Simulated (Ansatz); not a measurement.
Steps of a relaxation of CHF₅OSn (`[F][SnH]([F])[O]C(F)(F)F`) with RKS PBE0-D4/def2-TZVP.

```sh
$ ansatz run in.yaml --threads 2 --pin off --events-out ev --progress --plain --max-ram 22528MiB --backend cuda --devices 0, --max-vram 18GiB
```

```yaml
crystal:
  periodic: [false, false, false]
  atoms:
    - {symbol: F, position_ang: [-2.450700, -0.276680, 0.552350]}
    - {symbol: Sn, position_ang: [-1.056450, -0.962800, -0.564170]}
    - {symbol: F, position_ang: [-0.317750, -2.297940, 0.592770]}
    - {symbol: O, position_ang: [0.316300, 0.475790, -0.716230]}
    - {symbol: C, position_ang: [1.005720, 0.937590, 0.282430]}
    - {symbol: F, position_ang: [2.180030, 0.315340, 0.437160]}
    - {symbol: F, position_ang: [0.378430, 0.822330, 1.467870]}
    - {symbol: F, position_ang: [1.282290, 2.231560, 0.128700]}
    - {symbol: H, position_ang: [-1.337860, -1.245190, -2.180880]}
basis:
  gaussian: {orbitals: def2-TZVP}
hamiltonian: {xc: pbe0, dispersion: d4}
relax: {f_tol: 0.005, max_steps: 150}
```

Positions (Å) and forces (eV/Å) along the path, 15 of 18 steps:

```xyz
9
step=1 energy=-22510.1053 eV
F    -2.451   -0.277    0.552    0.396   -0.265   -0.580
Sn   -1.056   -0.963   -0.564    0.354    0.399    1.183
F    -0.318   -2.298    0.593   -0.283    0.400   -0.615
O     0.316    0.476   -0.716   -0.938   -0.742   -0.721
C     1.006    0.938    0.282    0.901    0.645    1.128
F     2.180    0.315    0.437    0.217   -0.251   -0.166
F     0.378    0.822    1.468   -0.369   -0.153    0.128
F     1.282    2.232    0.129   -0.059    0.210   -0.242
H    -1.338   -1.245   -2.181   -0.219   -0.243   -0.114
9
step=3 energy=-22510.2187 eV
F    -2.472   -0.249    0.453   -0.024    0.031    0.026
Sn   -1.028   -0.922   -0.560   -0.038   -0.034   -0.048
F    -0.296   -2.309    0.491    0.028   -0.026    0.037
O     0.326    0.489   -0.692   -0.044   -0.011   -0.110
C     1.035    0.960    0.321    0.259    0.167    0.258
F     2.210    0.329    0.451   -0.115    0.037   -0.046
F     0.392    0.828    1.500   -0.006   -0.024   -0.075
F     1.295    2.255    0.149   -0.050   -0.127   -0.016
H    -1.462   -1.381   -2.114   -0.009   -0.011   -0.024
9
step=4 energy=-22510.2204 eV
F    -2.468   -0.239    0.451   -0.012    0.008    0.007
Sn   -1.030   -0.924   -0.564    0.017    0.018   -0.001
F    -0.290   -2.304    0.493    0.004   -0.012    0.015
O     0.325    0.489   -0.693    0.008    0.009   -0.018
C     1.037    0.961    0.325    0.063    0.027    0.068
F     2.211    0.331    0.449   -0.071    0.036   -0.018
F     0.392    0.821    1.501    0.021   -0.003   -0.047
F     1.292    2.255    0.154   -0.025   -0.076    0.005
H    -1.469   -1.390   -2.115   -0.004   -0.006   -0.010
9
step=5 energy=-22510.2221 eV
F    -2.467   -0.195    0.430   -0.003    0.006    0.006
Sn   -1.030   -0.920   -0.560    0.002   -0.001   -0.029
F    -0.328   -2.303    0.519    0.001   -0.003    0.009
O     0.352    0.465   -0.701   -0.003    0.002    0.004
C     1.045    0.953    0.324    0.014    0.007   -0.046
F     2.248    0.384    0.421   -0.001    0.011    0.007
F     0.417    0.754    1.498   -0.013   -0.013    0.023
F     1.227    2.262    0.180    0.003   -0.008    0.011
H    -1.464   -1.400   -2.111    0.000   -0.001    0.013
9
step=6 energy=-22510.2189 eV rejected
F    -2.458   -0.113    0.393    0.055   -0.021   -0.035
Sn   -1.032   -0.913   -0.559   -0.028   -0.022    0.066
F    -0.396   -2.297    0.565   -0.019    0.046   -0.044
O     0.399    0.421   -0.716    0.086    0.075    0.128
C     1.058    0.939    0.320    0.046    0.070   -0.042
F     2.317    0.484    0.375   -0.345    0.169    0.048
F     0.462    0.629    1.495    0.184    0.096   -0.204
F     1.109    2.274    0.230    0.016   -0.421    0.071
H    -1.460   -1.425   -2.102    0.006    0.007    0.013
9
step=7 energy=-22510.2226 eV
F    -2.459   -0.170    0.421   -0.012    0.003   -0.004
Sn   -1.030   -0.917   -0.563    0.001    0.005    0.010
F    -0.336   -2.288    0.535   -0.002   -0.018   -0.001
O     0.361    0.458   -0.709    0.031    0.020   -0.003
C     1.046    0.947    0.321   -0.018   -0.007    0.020
F     2.262    0.405    0.410    0.007   -0.003   -0.016
F     0.424    0.714    1.494   -0.005   -0.004   -0.001
F     1.198    2.262    0.200   -0.002    0.006   -0.011
H    -1.465   -1.411   -2.109    0.000   -0.002    0.006
9
step=8 energy=-22510.2231 eV
F    -2.456   -0.126    0.399    0.019   -0.009   -0.012
Sn   -1.029   -0.912   -0.560   -0.012    0.002    0.030
F    -0.371   -2.289    0.556   -0.008    0.009   -0.011
O     0.386    0.438   -0.718    0.036    0.020    0.029
C     1.053    0.941    0.318   -0.018    0.004    0.024
F     2.295    0.458    0.386   -0.068    0.033    0.001
F     0.447    0.650    1.490    0.056    0.029   -0.058
F     1.139    2.266    0.228   -0.006   -0.089    0.005
H    -1.464   -1.426   -2.098    0.001    0.001   -0.009
9
step=9 energy=-22510.2234 eV
F    -2.455   -0.131    0.404    0.009   -0.005   -0.005
Sn   -1.030   -0.914   -0.559   -0.006    0.003    0.003
F    -0.371   -2.295    0.551   -0.004    0.006   -0.005
O     0.385    0.437   -0.715    0.003   -0.006    0.001
C     1.052    0.942    0.319   -0.003    0.005    0.000
F     2.291    0.454    0.390   -0.021    0.013    0.007
F     0.446    0.661    1.491    0.022    0.008   -0.010
F     1.144    2.265    0.220   -0.002   -0.026    0.006
H    -1.462   -1.420   -2.101    0.001    0.001    0.004
9
step=11 energy=-22510.2238 eV
F    -2.436   -0.088    0.398    0.002   -0.005   -0.002
Sn   -1.032   -0.917   -0.558    0.003    0.004    0.006
F    -0.419   -2.315    0.557   -0.005    0.005   -0.004
O     0.424    0.388   -0.714    0.030    0.021    0.025
C     1.059    0.936    0.319    0.026    0.015   -0.015
F     2.326    0.525    0.387   -0.061    0.022   -0.007
F     0.474    0.620    1.493    0.007    0.004   -0.011
F     1.071    2.264    0.221    0.000   -0.064    0.004
H    -1.469   -1.413   -2.102   -0.002   -0.003    0.003
9
step=13 energy=-22510.2240 eV
F    -2.430   -0.073    0.392   -0.001    0.001   -0.001
Sn   -1.031   -0.915   -0.559    0.005    0.004    0.006
F    -0.433   -2.315    0.562    0.000   -0.003    0.000
O     0.437    0.377   -0.716   -0.004   -0.005   -0.005
C     1.061    0.933    0.319    0.011    0.005   -0.005
F     2.336    0.548    0.382   -0.007    0.001   -0.001
F     0.484    0.601    1.492   -0.002    0.000    0.005
F     1.046    2.261    0.228   -0.003   -0.004    0.003
H    -1.471   -1.416   -2.100    0.001    0.001   -0.002
9
step=14 energy=-22510.2241 eV
F    -2.424   -0.055    0.387    0.003    0.000    0.001
Sn   -1.030   -0.915   -0.557   -0.001    0.000   -0.003
F    -0.451   -2.320    0.566    0.000    0.003    0.001
O     0.451    0.362   -0.716   -0.001   -0.001    0.004
C     1.064    0.930    0.318    0.008    0.006   -0.002
F     2.346    0.574    0.377   -0.014    0.004    0.001
F     0.496    0.581    1.491    0.005    0.004   -0.003
F     1.018    2.258    0.233   -0.001   -0.015    0.003
H    -1.471   -1.416   -2.099    0.001    0.000   -0.002
9
step=15 energy=-22510.2241 eV
F    -2.418   -0.045    0.385    0.001   -0.002   -0.003
Sn   -1.030   -0.915   -0.558    0.001    0.002    0.004
F    -0.460   -2.321    0.569   -0.001    0.001   -0.003
O     0.459    0.353   -0.716    0.004    0.003    0.005
C     1.065    0.929    0.318    0.002    0.002    0.005
F     2.352    0.589    0.375   -0.016    0.004   -0.001
F     0.503    0.570    1.491    0.008    0.006   -0.008
F     1.002    2.256    0.235    0.001   -0.017    0.000
H    -1.472   -1.417   -2.099    0.001    0.001    0.001
9
step=16 energy=-22510.2241 eV
F    -2.418   -0.043    0.384    0.001   -0.001   -0.001
Sn   -1.030   -0.915   -0.558    0.000    0.001    0.001
F    -0.462   -2.321    0.570    0.000    0.001   -0.001
O     0.460    0.351   -0.716    0.000    0.000    0.003
C     1.066    0.928    0.318    0.000    0.001    0.003
F     2.353    0.592    0.374   -0.006    0.001    0.000
F     0.505    0.568    1.492    0.005    0.003   -0.003
F     0.999    2.255    0.236    0.000   -0.006    0.000
H    -1.471   -1.416   -2.099    0.000    0.000    0.000
9
step=17 energy=-22510.2241 eV
F    -2.417   -0.041    0.383    0.000    0.000    0.000
Sn   -1.031   -0.915   -0.558    0.001    0.001   -0.001
F    -0.465   -2.322    0.570    0.000    0.000    0.000
O     0.462    0.349   -0.716   -0.001   -0.002    0.001
C     1.066    0.928    0.318   -0.002   -0.001    0.001
F     2.354    0.596    0.373    0.001   -0.001    0.000
F     0.507    0.566    1.492    0.001    0.001    0.000
F     0.995    2.255    0.236    0.000    0.001    0.000
H    -1.471   -1.416   -2.099    0.000    0.000    0.000
9
step=18 energy=-22510.2241 eV
F    -2.416   -0.038    0.382    0.000    0.000    0.000
Sn   -1.031   -0.915   -0.558    0.000    0.000   -0.001
F    -0.469   -2.323    0.570    0.000    0.000    0.000
O     0.464    0.346   -0.715    0.000    0.000    0.001
C     1.066    0.928    0.318   -0.001   -0.001    0.000
F     2.356    0.601    0.372    0.001    0.000    0.000
F     0.510    0.564    1.493    0.000    0.000    0.000
F     0.990    2.254    0.236    0.000    0.002    0.000
H    -1.471   -1.416   -2.099    0.000    0.000   -0.001
```

It took 61 s on 2 threads of an AMD EPYC 7R13 on a shared host and a share of an NVIDIA H100 80 GB, with 0.96 GiB of host memory at the peak.
